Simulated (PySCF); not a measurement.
# Shapes and spin states of CrH4

Level of theory: PySCF, PBE0, basis Cr def2-TZVP, H def2-TZVP (no relativity, density fitting).

Relaxations began from a few typed shapes and spin states; open shells are unrestricted. The search is not exhaustive: other isomers or separated fragments can lie lower, and high-lying points may rest on an excited occupation.

(1) Which is the lowest minimum found?
A. singlet C2v: Cr–H 1.610 Å (×2), Cr–H 1.674 Å (×2), H–H 0.916 Å; Cr–H–H 74.1° (×2), H–Cr–H 31.7°, H–Cr–H 113.2°, H–Cr–H 122.0° (×4)
B. singlet Cs: Cr–H 1.608 Å (×2), Cr–H 1.708 Å, Cr–H 1.712 Å, H–H 0.846 Å; Cr–H–H 75.4°, Cr–H–H 75.9°, H–Cr–H 28.6°, H–Cr–H 105.0° (×2), H–Cr–H 112.0°
C. singlet D2d: Cr–H 1.594 Å (×4); H–Cr–H 63.8° (×2), H–Cr–H 136.1° (×4)
D. triplet C4v: Cr–H 1.563 Å (×4); H–Cr–H 72.8° (×4), H–Cr–H 114.2° (×2)
E. triplet (⟨S²⟩ 2.41) Cs: Cr–H 1.620 Å (×2), Cr–H 1.696 Å (×2), H–H 0.870 Å; Cr–H–H 75.1° (×2), H–Cr–H 29.7°, H–Cr–H 83.5° (×2), H–Cr–H 109.3° (×2), H–Cr–H 119.8°
F. triplet (⟨S²⟩ 2.25) Td: Cr–H 1.593 Å (×4); H–Cr–H 109.5° (×6)

Results:

(1) F. The others lie at 12.2 (triplet Cs), 47.7 (triplet C4v, a saddle point), 155.4 (singlet Cs, a saddle point), 176.7 (singlet C2v, a saddle point), 207.1 (singlet D2d, a saddle point) kJ/mol above it.

Formally Cr is in oxidation state +4, d2, with 2 unpaired electrons (the high-spin count). The Mulliken spin on Cr is 2.95. The polar-tensor charge on Cr, 1.06, is far below the formal one.

For the lowest minimum: the determinant is spin-contaminated (⟨S²⟩ = 2.25, pure value 2.00). With open d or f shells other occupations or spin states may lie lower.
